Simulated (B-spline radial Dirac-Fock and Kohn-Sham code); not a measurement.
How the settings move the core levels of Pm

ΔSCF core binding energies without Breit or QED terms, calculated with a B-spline atomic structure program. Keys: rel is the Hamiltonian (dirac, or spin-free x2c and nr, where L3 and M5 stand for the whole 2p and 3d shells), method is hf or an exchange,correlation pair (spin-unpolarised, also for the hole states), nuc the nuclear model, radius_factor scales its radius, rmax is the box in bohr, h the logarithmic mesh step, order the B-spline order, points the quadrature points per cell, c_factor scales the speed of light, and damp, ndamp, maxit and tol steer the iteration. The run stops when the commutator error falls below 10·tol·max(1, Z/10), or the numerical noise floor, and the energy has settled to about 1e-8 Ha; the virial ratio is −V/T.

Base input:

```json
{"items": [{"Z": 61, "q": 0, "cfg": [[1, 0, 2], [2, 0, 2], [2, 1, 6], [3, 0, 2], [3, 1, 6], [3, 2, 10], [4, 0, 2], [4, 1, 6], [4, 2, 10], [4, 3, 5], [5, 0, 2], [5, 1, 6], [6, 0, 2]], "A": 145, "rrms": 4.962, "do": "settings", "holes": ["K", "L3", "M5"],
  "settings": [{"rel": "dirac", "method": "hf", "nuc": "fermi", "radius_factor": 1.0, "rmax": 45.0, "h": 0.3, "order": 8, "points": 10, "c_factor": 1.0, "maxit": 60, "damp": 0.5, "ndamp": 3, "tol": 1e-08}]}]}
```

The ground state converged in 13 iterations, with total energy -10022.09236 Ha, virial ratio 1.92494 and highest orbital energy -4.80 eV. ΔSCF binding energies: K (1s) 45371.2 eV, L3 (2p3/2) 6478.1 eV, M5 (3d5/2) 1033.8 eV.

Changes from the base run:

```csv
changed setting,Δ total energy (Ha),Δ K (eV),Δ L3 (eV),Δ M5 (eV),iterations
order = 6,+0.00055,0.00,0.00,0.00,13
h = 0.12; c_factor = 5.0; damp = 0.8,+354.05467,-2339.99,-5.80,+22.05,14
rel = "x2c",+6.12226,-43.53,+172.80,+9.72,13
"method = "rpbe,pbe"",-4.83186,+35.13,-29.52,-6.62,12
radius_factor = 0.5,-0.42129,+4.78,-0.03,-0.01,13
nuc = "gauss",-0.00291,+0.03,0.00,0.00,13
damp = 0.0,0.00000,0.00,0.00,0.00,16
"method = "rpbe,pbe"; nuc = "sphere"; damp = 0.0",-4.83096,+35.12,-29.52,-6.62,15
tol = 1e-06,0.00000,0.00,0.00,0.00,11
tol = 0.0001,0.00000,0.00,0.00,0.00,11
rel = "x2c",+6.12226,-43.53,+172.80,+9.72,13
radius_factor = 0.8,-0.19468,+2.21,-0.01,0.00,13
"method = "pbe,pbe"; order = 6; tol = 1e-06",-4.43888,+33.04,-29.25,-6.60,10
,0.00000,0.00,0.00,0.00,13
rel = "x2c"; h = 0.5; tol = 0.0001,?,?,?,?,?
```

Q: What does the change rel = "x2c"; h = 0.5; tol = 0.0001 do?

A: The total energy moves by +6.30818 Ha and the binding energies by K -43.23 eV, L3 +173.14 eV, M5 +10.07 eV; the run takes 11 iterations.
